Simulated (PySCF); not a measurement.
Compound: methaneselone, CH2Se.
InChI=1S/CH2Se/c1-2/h1H2

The closed-shell ground state was solved at several levels (PySCF, density fitting, gas phase). Geometry: GFN2-xTB; no solvent, vibrations or thermal averaging. The calculation is non-relativistic and has no spin–orbit coupling, an omission that weighs most on selenium.

```csv
level,basis functions,total energy (Eh),HOMO (eV),LUMO (eV),gap (eV),dipole (D)
CAM-B3LYP/def2-SVPD,77,-2440.5946,-7.75,-1.69,6.06,1.56
PBE0/pcSseg-1,68,-2440.2213,-6.39,-2.74,3.65,1.51
```

(1) Estimate the row for B3LYP/pcJ-1 (pcSseg-1 on Se), a basis of 88 functions; the other rows only guide the guess.

(2) Over all these levels, which gives the widest orbital gap and which the narrowest?

(3) How far do the dipole and the HOMO energy spread over the levels?

Results:

(1) Total energy -2440.6102 Eh, HOMO -6.10 eV, LUMO -2.89 eV, gap 3.21 eV, dipole 1.44 D.

(2) CAM-B3LYP/def2-SVPD (range-separated hybrid) has the widest, 6.06 eV, and B3LYP/pcJ-1 (pcSseg-1 on Se) (global hybrid, 20 % exact exchange) the narrowest, 3.21 eV. Functional and basis both differ between the two, so the spread mixes both effects.

(3) The dipole runs from 1.44 to 1.56 D (mean 1.50 D) and the HOMO from -7.75 to -6.10 eV.
